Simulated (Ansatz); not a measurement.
Start from `CBN(C)C` and change one atom or group to get `C[N](C)[GaH][Br]`.

Ansatz, PBE0-D4/def2-TZVP geometries, multiplicity 1. Each molecule was computed in one conformer, which needn't be the lowest.

Scalar relativity is left out up to krypton.

| property | `CBN(C)C` |
| --- | --- |
| size of the dipole moment (B3LYP/def2-TZVPP) / D | 1.51 |
| HOMO–LUMO gap (PBE/def2-TZVPP) / eV | 5.67 |
| size of the dipole moment (ωB97M-V/def2-TZVPP) / D | 1.50 |
| HOMO–LUMO gap (PBE0/def2-TZVPP) / eV | 7.85 |
| HOMO–LUMO gap (ωB97M-V/def2-TZVPP) / eV | 11.78 |
| HOMO–LUMO gap (B3LYP/def2-TZVPP) / eV | 7.41 |

Question: What does the change do to each property? (Estimate.)

Answer: Computed: 
```tsv
property	`C[N](C)[GaH][Br]`	shift
size of the dipole moment (B3LYP/def2-TZVPP) / D	2.45	0.94
HOMO–LUMO gap (PBE/def2-TZVPP) / eV	3.82	-1.85
size of the dipole moment (ωB97M-V/def2-TZVPP) / D	2.40	0.90
HOMO–LUMO gap (PBE0/def2-TZVPP) / eV	5.76	-2.09
HOMO–LUMO gap (ωB97M-V/def2-TZVPP) / eV	9.69	-2.09
HOMO–LUMO gap (B3LYP/def2-TZVPP) / eV	5.33	-2.08
```

With PBE0 the HOMO rises by 0.53 eV and the LUMO falls by 1.55 eV, so the gap narrows by about 2.08 eV. PBE moves the HOMO by 0.49 eV and ωB97M-V by 0.57 eV. Dipoles are sizes alone; their direction can turn.

B3LYP here is the variant with VWN-RPA as its local correlation; programs differ in this.

Spin–orbit coupling is left out; it splits and shifts lone-pair levels of the heavy atoms by tenths of an eV.
